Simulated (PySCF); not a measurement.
Screening by computed properties: pick the candidate that meets the target.

Species are written as SMILES; each is one conformer at its optimised geometry, gas phase, non-relativistic unless stated; the electronic structure was computed with PySCF and density fitting.

Dipoles, sizes and rotational constants follow the conformer. The torsions of the flexible species, by atom-mapped SMILES:
- `[H]/[N:5]=[CH:4]/[C:2]([CH3:1])([CH3:3])[SiH2:6][O:7][CH:8]=[O:9]`: C1–C2–C4–N5 102°, C1–C2–Si6–O7 -174°, C2–Si6–O7–C8 1°, Si6–O7–C8–O9 -7°
- `[CH3:1][c:2]1[cH:3][c:4]([Cl:5])[s:6][c:7]1[S:8](=[O:9])(=[O:10])[Cl:11]`: S6–C7–S8–O9 -143°
- `[NH2:1][CH2:2][c:3]1[cH:4][cH:5][cH:6][c:7]([NH2:8])[cH:9]1`: N1–C2–C3–C4 -89°, H–N1–C2–C3 -58°, H–N1–C2–C3 59°, H–N8–C7–C6 -161°, H–N8–C7–C6 -22°
- `[CH3:1][Si:2]([CH3:3])([CH3:4])[OH:5]`: H–O5–Si2–C1 -60°
- `[CH3:1][S:2][C@@:3]([CH3:4])([SiH3:5])[CH2:6][SiH2:7][Cl:8]`: C1–S2–C3–C4 53°, S2–C3–C6–Si7 -178°, C3–C6–Si7–Cl8 -175°

Task: Wanted: HOMO energy between -7.9 eV and -7 eV (PBE0/pcSseg-1) and smallest rotational constant below 0.7 GHz (GFN2-xTB), at GFN2-xTB geometries. Which candidate meets both?
A. `CC1=C(S(=O)(=O)Cl)SC(Cl)=C1`
B. `[H]/N=C/C(C)(C)[SiH2]OC=O`
C. `C[Si](C)(C)O`
D. `ClC1CCC1`
E. `CS[C@@](C)([SiH3])C[SiH2]Cl`
F. `c1c(CN)cc(N)cc1`

Result: A. Computed values:
```csv
species,HOMO energy,smallest rotational constant
ClC1CCC1,-8.13 eV,2.272 GHz
C[Si](C)(C)O,-7.97 eV,3.018 GHz
[H]/N=C/C(C)(C)[SiH2]OC=O,-7.74 eV,1.072 GHz
CC1=C(S(=O)(=O)Cl)SC(Cl)=C1,-7.64 eV,0.355 GHz
CS[C@@](C)([SiH3])C[SiH2]Cl,-6.47 eV,0.438 GHz
c1c(CN)cc(N)cc1,-5.92 eV,0.904 GHz
```
